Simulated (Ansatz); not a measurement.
Two isomers of C2H8S2Si: A = `C[SiH](S)CS`, B = `C[SiH2]SSC`.

Computed with Ansatz on PBE0-D4/def2-TZVP structures; ΔE is electronic, products minus reactants. CCSD(T)/CBS adds triple-zeta CCSD(T) − MP2 to the extrapolated MP2 energy (def2 sets, frozen cores). DFT in def2-TZVPP. B3LYP here is the variant with VWN-RPA as its local correlation; programs differ in this. One conformer a species, not always the lowest.

A:

```xyz
13

C    -0.4094   -1.6169   -0.3763
Si   -0.5827    0.0846    0.3630
S    -2.3601    0.9106   -0.5190
C     0.9026    1.1686   -0.0179
S     2.4244    0.4782    0.6914
H     0.4387   -2.1467    0.0628
H    -1.3084   -2.2061   -0.1830
H    -0.2644   -1.5625   -1.4581
H    -0.7299    0.0231    1.8400
H    -2.3527    2.0245    0.2321
H     1.0216    1.3635   -1.0855
H     0.7774    2.1381    0.4715
H     2.4431   -0.6591   -0.0210
```

B:

Z-matrix (Å, degrees):
```
C
Si 1 1.861
H 1 1.093 2 110.3
H 1 1.092 2 110.7 3 -120.2
H 1 1.092 2 110.2 3 119.6
S 2 2.148 1 112.0 3 -178.2
H 2 1.489 1 111.4 3 64.7
H 2 1.488 1 110.8 3 -56.9
S 6 2.060 2 97.1 1 65.0
C 9 1.800 6 102.0 2 90.3
H 10 1.089 9 110.7 6 61.0
H 10 1.090 9 110.9 6 -61.9
H 10 1.093 9 106.0 6 179.6
```

(1) Which isomer does CCSD(T)/CBS put lower? Give the gap. (An estimate is asked.)

(2) Give E(B) − E(A) in kJ/mol with PBE0-D4, PBE-D4, CCSD(T)/def2-TZVPP, B3LYP-D4, r2SCAN-D4, HF/def2-TZVPP, B2PLYP. (Estimate.)

Largest T1 diagnostic: 0.011.

## Answers

(1) The calculation gave: A, by 25.3 kJ/mol.

(2) Computed: PBE0-D4 20.1, PBE-D4 14.3, CCSD(T)/def2-TZVPP 31.0, B3LYP-D4 17.6, r2SCAN-D4 20.9, HF/def2-TZVPP 27.2, B2PLYP 22.0. None reverses the order clearly.

From PBE to PBE0 (25 % exact exchange), in def2-TZVPP and without D4, E(B) − E(A) moves by +5.7 kJ/mol.
